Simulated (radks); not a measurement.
Values are calculated unless marked as measured or tabulated.
Species: Sm XLVI. Configuration: [Ne] 3s2 3p5. Code: a radial shooting solver on a logarithmic mesh with Libxc functionals. Model: scalar-relativistic Kohn-Sham, r2SCAN, spin-polarised, spherical densities, finite nucleus; open shells are filled with parallel spins first (spin-orbit coupling, left out, can overturn this in heavy ions); meta-GGA in the generalised Kohn-Sham scheme; Fermi nuclear charge, rms radius 5.0819 fm. Some entries of the table are withheld. Estimate them.

orbital,occ.,eigenvalue (eV),<1/r> (bohr^-1),r(max) (bohr)
1s up,1,-49617.52,68.81,0.01449
1s down,1,-49613.17,68.81,0.01449
2s up,1,-10431.45,16.13,0.08170
2s down,1,-10430.19,16.13,0.08172
2p up,3,-9625.812,15.10,0.06596
2p down,3,-9622.497,15.09,0.06599
3s up,1,(1),6.443,0.2215
3s down,1,(2),6.435,0.2216
3p up,3,-3781.959,6.118,(3)
3p down,2,-3771.502,6.114,(4)
3d up,0,-3507.196,5.837,0.1712
3d down,0,-3498.862,5.842,0.1707
4s up,0,-2076.767,3.389,0.4444
4s down,0,-2071.925,3.381,0.4454

Answer. 
(1) 3s up eigenvalue (eV): -4033.037
(2) 3s down eigenvalue (eV): -4022.827
(3) 3p up r(max) (bohr): 0.2146
(4) 3p down r(max) (bohr): 0.2147
